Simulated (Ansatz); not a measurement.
Stepwise reaction of `[Cl][GaH][Cl]` with hydrogen sulfide, as a gas-phase model of exchange steps in deposition or etching. ΔE in kJ/mol; ΔG adds harmonic PBE0-D4 terms to CCSD(T)/CBS, at 1 bar.

Calculated with Ansatz (gas phase, PBE0-D4/def2-TZVP geometries, no zero-point term in ΔE). CCSD(T)/CBS adds triple-zeta CCSD(T) − MP2 to the extrapolated MP2 energy (def2 sets, frozen cores). This one scheme is used for every species. DFT in def2-TZVPP. B3LYP here is the variant with VWN-RPA as its local correlation; programs differ in this. For Ga outer-core shells are correlated without core-valence functions, which leaves a few kJ/mol of doubt a bond. Scalar relativity is left out up to krypton. Each species was taken in one conformer, which may not be the lowest.

```tsv
step	reaction	PBE-D4	B3LYP-D4	ωB97M-V	CCSD(T)/CBS	ΔG(600 K)
1	`[Cl][GaH][Cl]` + H₂S → `[SH][GaH][Cl]` + HCl	19.8	25.1	26.6	22.6	24.8
2	`[SH][GaH][Cl]` + H₂S → `[SH][GaH][SH]` + HCl	23.8	29.3	30.4	26.7	34.9
```

(1) By hand: ΔE of the 2 steps together at CCSD(T)/CBS.

Results:

(1) (22.6) + (26.7) = 49.3 kJ/mol, or 24.6 kJ/mol a step.

In ΔE the steps differ by no more than 4.1 kJ/mol. All are uphill at CCSD(T)/CBS. ΔG lies between 24.8 and 34.9 kJ/mol a step. PBE-D4 differs from CCSD(T)/CBS by -2.9 to -2.8 kJ/mol a step. Isolated molecules leave out the surface, adducts and barriers. Largest T1 diagnostic: 0.013.
